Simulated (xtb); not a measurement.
Zn(OH) (HOZn), SMILES [Zn+][OH], charge +1. All values are semi-empirical tight-binding results from xtb (GFN2-xTB unless named), good for trends rather than for accurate numbers. Geometry optimised at GFN2-xTB. The spin state was assumed, not searched. The isomer is the one that the SMILES or the coordinates give; other isomers of the formula were not compared.

For metal compounds this method's bond lengths and energies can be far off.

Estimate the properties. (An estimate is asked for; the answer gives what the named calculation found.)


```yaml
point_group_as_xtb_finds_it: Cs
orbital_gap: 2.45 eV
zero_point_energy: 6.4 kcal/mol
G − E(el) at 298.15 K (modified RRHO): -8.5 kcal/mol
```
